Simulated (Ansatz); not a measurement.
Start from `[CH3][Al]([OH])[SeH]` and change one atom or group to get `[CH3][Al]([OH])[O][SiH3]`.

Ansatz, PBE0-D4/def2-TZVP geometries, multiplicity 1. Each molecule was computed in one conformer, which needn't be the lowest.

Scalar relativity is left out up to krypton.

```csv
property,`[CH3][Al]([OH])[SeH]`
LUMO energy (PBE0/def2-TZVPP) / eV,-0.23
HOMO–LUMO gap (PBE/def2-TZVPP) / eV,5.02
HOMO energy (PBE/def2-TZVPP) / eV,-6.05
HOMO energy (ωB97M-V/def2-TZVPP) / eV,-9.34
HOMO energy (B3LYP/def2-TZVPP) / eV,-6.94
HOMO–LUMO gap (PBE0/def2-TZVPP) / eV,6.96
```

Task: Give the same properties after the change, and the shifts. (Estimate.)

Result: Ansatz gave: 
```tsv
property	`[CH3][Al]([OH])[O][SiH3]`	shift
LUMO energy (PBE0/def2-TZVPP) / eV	-0.32	-0.09
HOMO–LUMO gap (PBE/def2-TZVPP) / eV	5.83	0.81
HOMO energy (PBE/def2-TZVPP) / eV	-6.98	-0.93
HOMO energy (ωB97M-V/def2-TZVPP) / eV	-10.70	-1.36
HOMO energy (B3LYP/def2-TZVPP) / eV	-8.18	-1.24
HOMO–LUMO gap (PBE0/def2-TZVPP) / eV	8.09	1.13
```

With PBE0 the HOMO falls by 1.21 eV and the LUMO falls by 0.09 eV, so the gap widens by about 1.12 eV. PBE moves the HOMO by -0.93 eV and ωB97M-V by -1.36 eV.

B3LYP here is the variant with VWN-RPA as its local correlation; programs differ in this.

Spin–orbit coupling is left out; it splits and shifts lone-pair levels of the heavy atoms by tenths of an eV.
